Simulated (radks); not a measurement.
The numbers below are computed, except where a source is named.
Problem. Coherent X-ray form factor from a spherical all-electron density. Code: a radial shooting solver on a logarithmic mesh with Libxc functionals. Model: scalar-relativistic Kohn-Sham, MS2 meta-GGA, spin-polarised, spherical densities, finite nucleus; meta-GGA in the generalised Kohn-Sham scheme; Fermi nuclear charge, rms radius of each element as measured or else 0.836 A^(1/3) + 0.57 fm.

sin(theta)/lambda (1/angstrom)  f0 (electrons)
0.05                                    31.854
0.1                                     31.426
0.15                                    30.742
0.2                                     29.843
0.25                                    28.779
0.3                                     27.603
0.4                                     25.101
0.5                                     22.639
0.6                                     20.369
0.8                                     16.491
1                                       13.326
1.25                                    10.239
1.5                                      8.112
2                                        5.946

The species is in the configuration that NIST lists as its ground one. Which atom or ion scatters so?

Solution. The technetium ion Tc11+, [Ar] 3d10 4s2 4p2. Extrapolating in s^2 from the first two rows gives f0(0) = 32.0, near the electron count 32; among species with that count, the fall with angle is slower the higher Z, and the table is that of Z = 43; from so few rows the species is fixed only to a neighbour or two.
